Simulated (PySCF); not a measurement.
Diatomic SH-, closed-shell singlet (the spin of the measured ground state).

Constants: fifth-degree fit in 1/R to seven points, most abundant isotopes. In def2 and cc sets the state is the lowest found near the PBE0 minimum, followed along R. The singlet is held restricted.

Rows in 6-31G* carry no dispersion term and start afresh at each structure (6-31G* with six Cartesian d functions).

Run with PySCF for 6-31G* rows. Values without a source in brackets are computed.

Energies at BP86/6-31G*:

```
R (Å)       E (hartree)
--------  -------------
1.252478  -398.82272461
1.286146  -398.82658795
1.317122  -398.82881943
1.352137  -398.83005930
1.387153  -398.83016218
1.427555  -398.82912631
1.474691  -398.82667684
```

Q: With a reduced mass of 0.9770 u, find the minimum, the force constant and the constants.

A: A fifth-degree polynomial in 1/R puts the minimum at r_e = 1.3729 Å with force constant 360 N/m. Then ω_e = (1/2πc)√(k/μ) = 2501 cm⁻¹ and B_e = h/(8π²cμr_e²) = 9.154 cm⁻¹; the cubic and quartic terms give α_e = 0.31 and ω_e x_e = 53 cm⁻¹.
